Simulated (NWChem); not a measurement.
# BH₂I; SMILES BI

Results from NWChem. All runs use the structure optimised with PBE0/def2-SVP. def2 effective core potentials on I; no spin-orbit coupling. Static field.

| level | isotropic polarisability (bohr³) | anisotropy (bohr³) |
|---|---|---|
| PBE/def2-SVPD | 52.3 | 23.5 |
| B3LYP/def2-SVPD | (withheld) | (withheld) |
| LDA (Slater exchange, VWN5)/def2-SVPD | 52.4 | 23.8 |
| LC-BLYP (range parameter 0.33 per bohr)/def2-SVPD | 50.3 | 21.4 |

Some entries are withheld; supply them.


- B3LYP/def2-SVPD, isotropic polarisability (bohr³): 51.2
- B3LYP/def2-SVPD, anisotropy (bohr³): 22.3
